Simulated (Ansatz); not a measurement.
(ZnTe)2 ring (Zn2Te2). The state is a singlet with charge 0. Geometry r2SCAN-D4/def2-SVP, basis def2-TZVP, Ansatz.

| run | HOMO (eV) | LUMO (eV) |
| --- | --- | --- |
| A | -6.08 | -2.91 |
| B | -7.17 | -2.14 |
| C | -8.08 | -1.19 |
| D | -5.18 | -3.61 |
| E | -5.39 | -3.46 |
| F | -5.11 | -3.51 |

In the def2 sets Te takes a core potential; there is no spin–orbit coupling.

Task: The runs used CAM-B3LYP, PBE, PBE0, r2SCAN, revPBE, ωB97X-V. Estimate which is which.

Result: A PBE0 (25 % exact exchange); B CAM-B3LYP (range-separated); C ωB97X-V (range-separated); D PBE (0 % exact exchange); E r2SCAN (0 % exact exchange); F revPBE (0 % exact exchange). Exact exchange lowers occupied and raises empty levels; among semilocal functionals meta-GGAs tend to open the gap a little, and such runs are hard to tell apart. The gap grows from 1.57 eV (PBE) to 6.90 eV (ωB97X-V).
